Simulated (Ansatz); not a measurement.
AlCl₃⁺. Charge 1, multiplicity 2. Geometry PBE-D4/def2-TZVP, that of the neutral singlet; atoms count from 1.

```xyz
4

Al    0.0000    0.0000    0.0000
Cl   -1.2589   -0.2041    1.6488
Cl    1.8650    0.9051    0.2185
Cl   -0.6061   -0.7009   -1.8672
```

(1) Estimate the Mulliken populations from the PBE0/def2-TZVP orbitals of Ansatz.

(2) Where does the spin sit?

(3) And the Mayer bond orders between heavy atoms (over 0.3)?

Results:

(1) 
```
atom  charge (e)  spin (α − β)
 Al1        0.64         -0.07
 Cl2        0.12          0.36
 Cl3        0.12          0.36
 Cl4        0.12          0.36
```
Mulliken values depend strongly on the basis.

(2) Summed by element: Al -0.07, Cl 1.07, of 1 unpaired in all. Largest on single atoms: Cl2 0.36, Cl3 0.36, Cl4 0.36.

(3) Al1–Cl2 1.22 (2.08 Å); Al1–Cl3 1.22 (2.08 Å); Al1–Cl4 1.22 (2.08 Å).
